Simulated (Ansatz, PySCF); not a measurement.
Gas-phase reaction (SMILES): C[Si](C)(C)C + Cl (HCl) -> C[Si](C)(C)Cl + C (CH4); hydrogen chloride cleaves one Si-C bond, a model of a ligand-exchange step.

Structures are relaxed separately at B3LYP-D3(BJ)/def2-TZVP in Ansatz (an electronic-structure program). Valence correlation only, unless marked. Spin-orbit coupling is left out. Non-relativistic. CBS marks a two-point X^-3 extrapolation of the correlation energy; Hartree-Fock from the larger set. Thermal terms are rigid-rotor harmonic-oscillator values from B3LYP-D3(BJ) frequencies (Ansatz or PySCF) at 298.15 K and 1 atm. 1 Eh = 627.5095 kcal/mol.

```tsv
species	E, CCSD(T)/CBS(cc-pV(T+d)Z,cc-pV(Q+d)Z) (Ansatz) (Eh)	E, wB97X-V/def2-TZVPD (Ansatz) (Eh)	H - E (Eh)
C[Si](C)(C)C	-448.55466	-449.16951	0.15714
Cl (HCl)	-460.37849	-460.74931	0.01000
C[Si](C)(C)Cl	-868.52181	-869.45006	0.12176
C (CH4)	-40.45816	-40.51531	0.04840
```

Work out ΔE and ΔH at 298.15 K at the first level, then ΔH at the second.


1. ΔE = [(-868.52181) + (-40.45816)] - [(-448.55466) + (-460.37849)] = -0.04682 Eh = -29.4 kcal/mol at CCSD(T)/CBS(cc-pV(T+d)Z,cc-pV(Q+d)Z).
2. The terms H - E add up to 0.00302 Eh, so ΔH = (-0.04682 + (0.00302))×627.5095 = -27.5 kcal/mol.
3. At wB97X-V/def2-TZVPD the same steps give ΔE = -29.2 and ΔH = -27.3 kcal/mol, a shift of +0.2 from the first level.
4. These values are not checked against measurement here, since the tables used lack a sound gas-phase enthalpy of formation for at least one species.
